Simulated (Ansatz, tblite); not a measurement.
Cost and result up the ladder for the cluster Li2Sn2⁻ (4 atoms). The state is a doublet with charge -1. Geometry: PBE-D4/def2-TZVPD.

Cartesian coordinates in Å:
```
Li -1.057 -0.330 2.187
Li 1.093 -0.996 0.254
Sn 0.873 0.471 -2.198
Sn -0.908 0.854 -0.243
```

Ansatz on 4 threads of Arm Neoverse V2 on a shared host; xTB runs through tblite on one thread. Times are rough, summed over both states, and most runs start from the orbitals of an earlier one. No level here is sound enough to serve as a yardstick. The other state is a singlet.

In the def2 sets Sn takes a core potential; there is no spin–orbit coupling. The xTB rows come from tblite. The structure comes from a short search, and lower isomers may exist.

Raw xTB energies of ions are shifted by several eV, and xTB has no spin-polarisation term.

```
                             level  functions  wall time  vertical IE (eV)                                                                                                           remarks
                          GFN1-xTB         26    0.005 s              6.52                                                                                                                 –
                          GFN2-xTB         26    0.007 s              3.88                                                                                                                 –
                 PBE-D4/def2-TZVPD        146      5.2 s              1.41                                              HOMO above zero (-1 doublet), restricted singlet, untested (singlet)
                PBE0-D4/def2-TZVPD        146      8.1 s              1.45                                restricted singlet, untested (singlet), spin-contaminated (⟨S²⟩ 0.87) (-1 doublet)
r2SCAN-D4/def2-TZVPD (with forces)        146       13 s              1.49  HOMO above zero (-1 doublet), restricted singlet, untested (singlet), spin-contaminated (⟨S²⟩ 0.92) (-1 doublet)
```
